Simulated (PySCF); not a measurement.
**Working out the ionisation energy of Ti⁺**

Ti⁺ [Ar] 3d2 4s1 (4F) → Ti²⁺ [Ar] 3d2 (3F). All numbers are calculated (PySCF 2.14, the spin-free X2C one-electron Hamiltonian (Gaussian nucleus), in x2c-TZVPPall with one added diffuse shell each of s, p, d, f type (7s6p5d3f1g, 80 functions)). Frozen: [Ne]. Energies in hartree (1 hartree = 27.21139 eV):

```
             part  Ti⁺ (lower)  Ti²⁺ (upper)
              UHF  -852.534952   -852.059388
MP2 opposite-spin    -0.175310     -0.165287
    MP2 same-spin    -0.076433     -0.064174
```

Task: What does Hartree-Fock give?

Result: (-852.059388) − (-852.534952) = 0.475564 hartree = 12.941 eV.

Task: What do MP2 and SCS-MP2 (6/5 opposite-spin, 1/3 same-spin) give?

Result: The opposite-spin parts differ by 0.273 eV and the same-spin parts by 0.334 eV. MP2: 12.941 + (0.273) + (0.334) = 13.548 eV. SCS-MP2: 12.941 + 1.2 × (0.273) + (0.334)/3 = 13.380 eV.

A first-order spin-orbit estimate adds -0.002 eV to MP2 (valence and next inner shell), giving 13.546 eV against 13.575 eV (measured; NIST Atomic Spectra Database, ionization energies).

What remains against the reference includes basis incompleteness, the frozen core and correlation beyond second order.
